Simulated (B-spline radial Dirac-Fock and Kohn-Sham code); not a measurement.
## Auger decay of the M4 hole in Dy⁺

System: dysprosium as Dy⁺, configuration [Xe] 4f9 6s2 (an excited configuration).

The run's input, task.json:

```json
{"items": [{
  "Z": 66,
  "q": 1,
  "cfg": [[1, 0, 2], [2, 0, 2], [2, 1, 6], [3, 0, 2], [3, 1, 6], [3, 2, 10], [4, 0, 2], [4, 1, 6], [4, 2, 10], [4, 3, 9], [5, 0, 2], [5, 1, 6], [6, 0, 2]],
  "A": 164,
  "rrms": 5.2218,
  "do": ["binding", "quiet", "decay"],
  "holes": ["K", "L1", "L2", "L3", "M1", "M2", "M3", "M4", "M5", "N1", "N2", "N3", "N4", "N5"]
}]}
```

Run with: `python xray_run.py task.json out`

Level of theory: independent-particle radiative and Coulomb Auger rates from relativistic LDA hole-state orbitals, with Dirac-Fock energies; a radial atomic solver. Kinetic energies are configuration averages from the vacuum level; the two-hole energies are estimated from single-hole states.

```
transition  kinetic energy (eV)  width (meV)  share (%)
   M4-N1N4                700.5         76.0        6.8
   M4-N2N4                785.1         65.0        5.8
   M4-N3N4                819.4          139       12.4
   M4-N4N4                955.4          119       10.6
   M4-N4N5                961.7          242       21.5
   M4-N4N7               1122.1         79.0        7.0
   M4-N4N6               1122.1         62.1        5.5
   M4-N5N6               1127.9         64.1        5.7
   M4-N6N6               1286.3         31.4        2.8
   M4-N6N7               1287.3         92.1        8.2
```

The listed channels hold 86 % of the non-radiative rate. Summed by principal shells, of 1.12 eV in all: MNN 94.9 %, MNO 4.7 %, MNP 0.2 %.

Values without a named source are computed, but for edge energies of neutral atoms, which are taken from tables.
